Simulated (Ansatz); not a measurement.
Basis-set extrapolation for ClH5OSSi2 (`O[SiH2][SiH](S)Cl`) (PBE0-D4/def2-TZVP geometry, frozen core, Ansatz 0.2.0). Multiplicity 1, RHF reference.

```csv
,def2-TZVPP,def2-QZVPP
HF,-1512.884725,-1512.930522
MP2 correlation,-0.848977,-0.924358
CCSD(T) correlation,-0.949038,not run
```

Energies in hartree. Use E(X) = E(∞) + A·exp(−7.88·√X) for Hartree–Fock and E(X) = E(∞) + B·X^(−2.97) for correlation, with X = 3 and 4, and add CCSD(T) minus MP2 of the smaller set to the MP2 limit.

Q: What is the CCSD(T) energy at the basis-set limit?

A: HF limit: -1512.930522 + (-0.045797) × 0.13774 = -1512.93683. MP2 limit: -0.924358 + (-0.075381) × 0.74074 = -0.98020. Higher-order term: -0.949038 − (-0.848977) = -0.10006. Total: -1514.01709 hartree, 481.3 kJ/mol below CCSD(T)/def2-TZVPP.
